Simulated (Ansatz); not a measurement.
`FB[Si](F)(F)F` + H–F → `F[Si](F)(F)F` + `BF` at 500 K and 1 bar (cleavage of the Si–B bond).

Computed with Ansatz on PBE0-D4/def2-TZVP structures; ΔE is electronic, products minus reactants. CCSD(T)/CBS is the MP2 limit (def2-TZVPP, def2-QZVPP) plus CCSD(T) − MP2 in def2-TZVPP, frozen cores. This one scheme is used for every species. Each species was taken in one conformer, which may not be the lowest.

```tsv
species	CCSD(T)/CBS energy (Eh)	H − E (kJ/mol)	S (J/(mol·K))
`FB[Si](F)(F)F`	-713.89052	108.7	414.4
H–F	-100.39570	39.4	188.7
`F[Si](F)(F)F`	-688.53452	65.4	326.1
`BF`	-125.82039	77.9	244.4
```

H − E and S are ideal-gas, rigid-rotor, harmonic terms from PBE0-D4/def2-TZVP, for one conformer and one mirror image of each species. 1 Eh = 2625.50 kJ/mol, R = 8.31446 J/(mol·K).

By hand: ΔE, ΔH, ΔS and ΔG.

ΔE = (-688.53452) + (-125.82039) − (-713.89052) − (-100.39570) = -0.06869 Eh = -180.3 kJ/mol. Δ(H − E) = 65.4 + 77.9 − 108.7 − 39.4 = -4.8, so ΔH = -185.1 kJ/mol. ΔS = 326.1 + 244.4 − 414.4 − 188.7 = -32.6 J/(mol·K). ΔG = -185.1 − 500 × (-32.6)/1000 = -168.8 kJ/mol.

By hand: the equilibrium constant, and the temperature at which ΔG would vanish if ΔH and ΔS stayed fixed.

log₁₀ K = −ΔG/(RT ln 10) = 17.6. ΔG = 0 at ΔH/ΔS = 5678 K, far beyond where these terms or the molecules hold.

ΔH outweighs TΔS. A doubt of 5 kJ/mol in ΔE shifts log₁₀ K by 0.5 here. Other conformers and mirror images would add mixing entropy, several J/(mol·K) or more a flexible species. Modes under 60 cm⁻¹, often nearly free rotors, make the harmonic entropy too high. These are equilibria of isolated gas molecules and say nothing of rates. Largest T1 diagnostic: 0.013 (customary marks: 0.02 for closed shells, 0.045 for open ones).
